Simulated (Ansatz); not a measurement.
Species: sum formula H₈Si₃NO (charge 0, doublet). It need not be the lowest isomer of its formula. SMILES: [SiH3]N[SiH]O[SiH3]
Geometry from a B3LYP-D3(BJ)/def2-TZVP (Ansatz, a quantum-chemistry and plane-wave program) optimisation:
```
N
H 1 1.0129
Si 1 1.7310 2 115.07
O 3 1.6458 1 111.47 2 -63.35
Si 4 1.6429 3 143.83 1 -0.34
Si 1 1.7384 2 114.98 3 174.70
H 6 1.4774 1 107.33 2 177.48
H 5 1.4779 4 108.35 3 162.75
H 5 1.4811 8 109.70 4 -120.47
H 5 1.4830 8 109.38 9 -119.32
H 6 1.4833 7 109.47 1 -121.81
H 6 1.4836 7 109.87 11 -117.86
H 3 1.4903 4 108.76 5 116.58
```
Charge 0, spin multiplicity 2.

Property: atomisation energy (electronic, to ground-state atoms), in kcal/mol. Correlated levels leave the core frozen unless marked. Open shells are spin-unrestricted. Spin-orbit coupling is left out. Non-relativistic. The coupled-cluster limit lacks core correlation, which all-electron functionals hold. CBS(X,Y): correlation extrapolated as X^-3; Hartree-Fock from the larger set.

```
level                                                             program  atomisation energy (kcal/mol)
---------------------------------------------------------  --------------  -----------------------------
PBE-D4/def2-TZVPD                                          Ansatz + dftd4                         1015.0
BLYP/def2-TZVPD                                                    Ansatz                          998.5
revPBE/def2-TZVPD                                                  Ansatz                          974.6
r2SCAN/def2-TZVPD                                                  Ansatz                         1016.7
PBE0/def2-TZVPD                                                    Ansatz                          998.5
PBE0/def2-QZVPP                                                    Ansatz                         1001.3
r2SCAN0-D4/def2-TZVPD                                      Ansatz + dftd4                         1006.6
B2GP-PLYP-D3(BJ)/def2-TZVPD                                Ansatz + dftd3                         1009.4
B2GP-PLYP-D4/def2-TZVPD                                    Ansatz + dftd4                         1006.5
B2PLYP/def2-TZVPD                                                  Ansatz                         1004.4
PBE-QIDH/def2-TZVPD                                                Ansatz                              …
RPA@PBE/cc-pV(T+d)Z                                                Ansatz                          956.6
SCS-MP2/6-31G*                                                     Ansatz                          892.2
SCS-MP2/cc-pV(D+d)Z                                                Ansatz                          930.2
CCSD(T) with core electrons (1s frozen past Ne)/cc-pwCVTZ          Ansatz                          994.7
CCSD(T)/CBS(cc-pV(T+d)Z,cc-pV(Q+d)Z)                               Ansatz                         1024.9
```

Q: Complete the blanks.

A: 
- PBE-QIDH/def2-TZVPD, atomisation energy (kcal/mol): 999.7
